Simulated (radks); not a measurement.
The numbers below are computed, except where a source is named.
Problem. All-electron atom: O in [He] 2s1.5 2p4 3p0.5 (fractional occupations, a model configuration). Code: a radial shooting solver on a logarithmic mesh with Libxc functionals. Model: Dirac Kohn-Sham, PBE, spin-unpolarised, spherical densities, finite nucleus; open shells fill j = l - 1/2 first; Fermi nuclear charge, rms radius 2.6991 fm. Some entries of the table are withheld. Estimate them.

orbital  occ.  eigenvalue (eV)  <r> (bohr)  <1/r> (bohr^-1)
1s1/2       2        -521.7626      0.1995            7.638
2s1/2     1.5              (1)       1.113            1.309
2p1/2       2         -14.5963       1.180              (2)
2p3/2       2         -14.5563       1.181              (3)
3s1/2       0          -1.8723       5.839           0.2275
3p1/2     0.5          -0.8520       8.632              (4)
3p3/2       0          -0.8514       8.636              (5)

Solution. 
(1) 2s1/2 eigenvalue (eV): -29.6935
(2) 2p1/2 <1/r> (bohr^-1): 1.159
(3) 2p3/2 <1/r> (bohr^-1): 1.157
(4) 3p1/2 <1/r> (bohr^-1): 0.1452
(5) 3p3/2 <1/r> (bohr^-1): 0.1451
